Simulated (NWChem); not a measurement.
Species: C2H4ClFSi; SMILES F/C(Cl)=C\[SiH3]

```xyz
9

F      1.4394    -0.3822     0.0000
C      0.1114    -0.5462     0.0000
Cl    -0.3202    -2.2232     0.0000
C     -0.7416     0.4918     0.0000
Si    -0.1471     2.2762     0.0000
H     -1.8144     0.2504     0.0000
H      0.6833     2.5704    -1.2199
H     -1.3568     3.1680     0.0000
H      0.6833     2.5704     1.2199
```
Atoms are numbered in this order, from 1.

Level: PBE-D3(BJ)/def2-SVP (NWChem), optimised geometry, unscaled harmonic frequencies. 

Question: List the harmonic frequencies with IR intensities, and the thermochemistry.

Answer: 
```tsv
frequency (cm⁻¹)	IR intensity (km/mol)
45	0.1
136	1.0
138	0.0
313	7.1
432	1.4
556	1.3
580	51.7
649	24.8
757	36.4
766	7.0
809	59.7
895	244.2
908	41.5
917	23.2
1019	104.4
1222	108.3
1645	297.4
2164	67.0
2167	98.5
2181	96.4
3150	5.2
```

The zero-point energy is 30.6 kcal/mol and the thermal correction to the enthalpy at 298.15 K (with zero-point energy) is 35.4 kcal/mol. The heat capacity Cv comes out as 22.1 cal/(mol K), the entropy at 298.15 K and 1 atm (symmetry number 1) is 82.9 cal/(mol K) and the dipole moment is 0.78 D.

Rigid rotor and harmonic oscillator; modes under 100 cm⁻¹ make the entropy uncertain.
